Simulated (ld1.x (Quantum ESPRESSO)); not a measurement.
# Varying the PAW potential for Cr

Base potential:

* Element: chromium
* Generator: ld1.x (Quantum ESPRESSO) 7.5
* Type: PAW
* Functional: LDA (PZ)
* Relativity: scalar-relativistic
* Frozen core: [Ar]
* Valence charge: 6
* Reference configuration: 3d4 4s0 4p0 (charge +2)
* Partial waves: 4s (bound, empty): rcut 1.65, rcutus 1.75 bohr; 4s channel at -0.8 Ry: rcut 1.65, rcutus 1.75 bohr; 4p (bound, empty): rcut 3.10, rcutus 3.30 bohr; 4p channel at 0.35 Ry: rcut 3.10, rcutus 3.30 bohr; 3d (bound): rcut 1.50, rcutus 1.60 bohr; 3d channel at 0.05 Ry: rcut 1.50, rcutus 1.60 bohr
* Local potential: all-electron potential smoothed inside 1.70 bohr (lloc = -2)
* Core correction: Bessel-smoothed model core inside 1.35 bohr
* Augmentation charge: PSQ, radius 1.05 bohr

All-electron outer shells of the reference configuration (LDA (PZ), scalar-relativistic, ld1.x):

```json
{"shell": "3p", "level (eV)": "-66.44", "outermost node (bohr)": "0.33", "outermost maximum (bohr)": "0.80"}
{"shell": "3d", "level (eV)": "-23.14", "outermost node (bohr)": "–", "outermost maximum (bohr)": "0.82"}
{"shell": "4s", "level (eV)": "-18.76", "outermost node (bohr)": "1.10", "outermost maximum (bohr)": "2.33"}
{"shell": "4p", "level (eV)": "-13.45", "outermost node (bohr)": "1.20", "outermost maximum (bohr)": "2.74"}
```

Cutoffs, loose and tight: the cutoffs (Ry, on a coarse ladder) from which the occupation-weighted sum of valence levels, in a spherical-Bessel basis at the reference potential, stays within 10 and 1 mRy of its value at 400 Ry. They do not see the model core or the augmentation charge, which bear on the density cutoff. Test errors are all-electron minus pseudo excitation energies from the reference, over the configurations 3d5 4s1 4p0; 3d5 4s0 4p0; 3d3 4s0 4p0; 3d6 4s0 4p0; 3d4 4s1 4p1; 3d4 4s1 4p0; 3d5 4s0 4p1 (two spin-polarised tests are not counted in the largest error). A dash means not determined; rows that change the core or the reference have their own tests. The largest error is taken over the tests solved by every variant that gives reliable tests at all: 3d3 4s0 4p0; 3d5 4s0 4p0; 3d5 4s0 4p1; 3d6 4s0 4p0.

A true bound ghost makes a file unfit for plane-wave use even where its test errors are small: the radial tests pick states by their node count and pass the ghost by. Where a test does run into it, the solver fails or the error is huge.

Cutoffs are not given where the Bessel-basis levels miss the radial ones by over 6 mRy, ghosts where they miss by over 20 mRy; a channel whose overlap is not positive is not tested.

```csv
change,outcome,"cutoff, loose","cutoff, tight",bound ghosts,largest test error (meV)
base,generated,40 Ry,70 Ry,s,-397
"waves 4s (bound): rcut 1.10, rcutus 1.16 bohr; 4s channel at -0.8 Ry: rcut 1.10, rcutus 1.16 bohr",generated,40 Ry,70 Ry,s,-397
"waves 4s (bound): rcut 1.26, rcutus 1.34 bohr; 4s channel at -0.8 Ry: rcut 1.26, rcutus 1.34 bohr",generated,40 Ry,70 Ry,s,-397
"waves 4s (bound): rcut 1.56, rcutus 1.66 bohr; 4s channel at -0.8 Ry: rcut 1.56, rcutus 1.66 bohr",generated,40 Ry,70 Ry,s,-397
"waves 4s (bound): rcut 1.65, rcutus 2.12 bohr; 4s channel at -0.8 Ry: rcut 1.65, rcutus 2.12 bohr",generated,40 Ry,70 Ry,s,test run stopped at test 1 of 9 (negative rho)
"waves 4s (bound): rcut 1.65, rcutus 2.36 bohr; 4s channel at -0.8 Ry: rcut 1.65, rcutus 2.36 bohr",generated,40 Ry,70 Ry,none,test run stopped at test 1 of 9 (negative rho)
"waves 4s (bound): rcut 1.65, rcutus 2.56 bohr; 4s channel at -0.8 Ry: rcut 1.65, rcutus 2.56 bohr",generated,40 Ry,70 Ry,none,test run stopped at test 1 of 9 (negative rho)
```

(1) What comes out with this change to the base: waves 4s (bound): rcut 1.65, rcutus 1.94 bohr; 4s channel at -0.8 Ry: rcut 1.65, rcutus 1.94 bohr?

## Answers

(1) outcome: generated, overlap not positive; bound ghosts: not determined (overlap not positive); largest test error (meV): -397. A file whose overlap is not positive is unfit for use, and its test errors describe a broken file.

Reading the sweep of the s radius (base included, trends over the rows without a ghost): Bound ghosts are found at 1.16, 1.34, 1.66, 1.75, 2.12 bohr.
